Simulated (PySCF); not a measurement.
**Question.** Write a Z-matrix for InChI=1S/C2H7BF2O/c1-6(3)2(4)5/h2H,1,3H3 as optimised with PBE0-D3(BJ)/def2-SVP.

**Answer.** 
Z-matrix in Å and degrees, rows numbered from 1:
```
B 
O   1  1.7196
C   2  1.4299  1  112.84
C   2  1.3925  1  119.48  3   139.60
F   4  1.3313  2  110.25  1   -59.45
F   4  1.3172  2  108.31  1    60.24
H   1  1.2107  2  102.91  3  -167.55
H   1  1.2170  2  100.24  3    72.36
H   1  1.2189  2  102.25  3   -46.96
H   3  1.0997  2  109.21  1  -163.87
H   3  1.0989  2  110.07  1    73.70
H   3  1.0944  2  105.78  1   -45.10
H   4  1.1044  2  108.89  1  -179.47
```

O2 (oxygen bonded to B and 2 C) is pyramidal (angles 119.5°, 114.8° and 112.8°, sum 347.1°, 0.31 Å off the plane of its three neighbours). The C–O distances run from 1.392 Å (O2–C4, drawn single) to 1.430 Å (O2–C3, drawn single), a spread of 0.038 Å. B1 (four-coordinate boron) is distorted tetrahedral (angles from 100.2° to 116.2°). Of the pairs four or more bonds apart, H10···H13 is among the closest relative to their van der Waals radii: 2.24 Å, 93 % of the sum of Bondi's values.

Method used: PySCF 2.14.0, PBE0-D3(BJ)/def2-SVP geometry optimisation, gas phase.

Point group: C1 (no symmetry element, even within 0.4 Å). Not checked by PBE0-D3(BJ)/def2-SVP frequencies. One conformer, not necessarily the lowest (B1–O2–C4–F5 -59°).
